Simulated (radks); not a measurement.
Results of a calculation; reference values are marked as such.
Isoelectronic series with 15 electrons, all held in the configuration [Ne] 3s2 3p3, which need not be the ground one along the series. Code: a radial shooting solver on a logarithmic mesh with Libxc functionals. Model: non-relativistic Kohn-Sham, PBE, spin-polarised, spherical densities, point nucleus; open shells are filled with parallel spins first. Total energies (hartree) and mean radii <r> (bohr):

ion	E (hartree)	3p up	3s down	3s up
P	-341.11568	2.327	1.910	1.897
Cl2+	-458.62173	1.589	1.453	1.442
K4+	-594.47233	1.236	1.179	1.171
Sc6+	-748.61069	1.019	0.9957	0.9892
V8+	-921.01158	0.8692	0.8632	0.8581
Mn10+	-1111.66154	0.7593	0.7627	0.7585
Co12+	-1320.55263	0.6747	0.6835	0.6801
Cu14+	-1547.67980	0.6075	0.6196	0.6167
Ga16+	-1793.03968	0.5527	0.5667	0.5643
